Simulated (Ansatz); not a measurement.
Species: H6NSi2, SMILES `[SiH2]N[SiH3]` (charge 0, multiplicity 2).

Problem. Give a relaxed geometry from Ansatz (an electronic-structure program) with PBE0-D4/def2-TZVP.

Solution. Several could match; the one computed here: the end point of this relaxation, one of several conformers (outside a Z-matrix the atoms follow the SMILES, hydrogens last).
Z-matrix (Å, degrees):
```
N
H 1 1.0109
Si 1 1.7296 2 115.15
Si 1 1.7308 2 116.23 3 -171.97
H 4 1.4837 1 106.93 2 175.49
H 4 1.4880 5 109.63 1 -120.70
H 4 1.4884 5 109.61 6 -117.90
H 3 1.4913 1 107.66 2 159.34
H 3 1.4948 8 110.68 1 118.78
```
